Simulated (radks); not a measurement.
Values are calculated unless marked as measured or tabulated.
Question: Isoelectronic series with 61 electrons, each ion in its NIST ground configuration. Code: a radial shooting solver on a logarithmic mesh with Libxc functionals. Model: scalar-relativistic Kohn-Sham, r2SCAN, spin-polarised, spherical densities, finite nucleus; open shells are filled with parallel spins first (spin-orbit coupling, left out, can overturn this in heavy ions); meta-GGA in the generalised Kohn-Sham scheme; Fermi nuclear charge, rms radius of each element as measured or else 0.836 A^(1/3) + 0.57 fm. Total energies (hartree) and mean radii <r> (bohr) (* marks an orbital that is empty in some or all of the ions):

ion             configuration  E (hartree)   4f up  5p down*  5p up
Pm               [Xe] 4f5 6s2  -10021.2526   1.033     1.720  1.676
Sm+              [Xe] 4f6 6s1  -10427.7322  0.9795     1.682  1.641
Gd3+                 [Xe] 4f7  -11270.4977  0.8354     1.553  1.509
Tb4+                 [Xe] 4f7  -11706.5599  0.7696     1.467  1.430
Dy5+    [Kr] 4d10 4f8 5s2 5p5  -12151.7899  0.7430     1.408  1.379
Ho6+    [Kr] 4d10 4f9 5s2 5p4  -12607.2407  0.7194     1.355  1.332
Er7+   [Kr] 4d10 4f10 5s2 5p3  -13072.9526  0.6982     1.306  1.288
Tm8+   [Kr] 4d10 4f11 5s2 5p2  -13548.8158  0.6758     1.260  1.249
Yb9+   [Kr] 4d10 4f12 5s2 5p1  -14035.1377  0.6548     1.218  1.212
Lu10+  [Kr] 4d10 4f12 5s2 5p1  -14532.2288  0.6224     1.170  1.165

Estimate the row of Eu2+ ([Xe] 4f7).

Answer: E (hartree) -10844.2279; 4f up 0.9293; 5p down* 1.649; 5p up 1.595.
